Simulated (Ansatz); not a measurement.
Species: H4B2N2, SMILES `BNB=N` (charge 0, multiplicity 1).

**Question.** Give a relaxed geometry from PBE0-D4/def2-TZVP (Ansatz, an electronic-structure program).

**Answer.** This is not unique; one that fits is the end point of this relaxation, one of several conformers (outside a Z-matrix the atoms follow the SMILES, hydrogens last).
Bonded distances (Å): B1–N2 1.407, B1–H5 1.195, B1–H6 1.194, N2–B3 1.411, N2–H7 1.010, B3–N4 1.237, N4–H8 0.990. Angles (°): N2–B1–H5 118.9, N2–B1–H6 118.7, H5–B1–H6 122.5, B1–N2–B3 125.2, B1–N2–H7 118.3, B3–N2–H7 116.5, N2–B3–N4 179.2, B3–N4–H8 178.4.
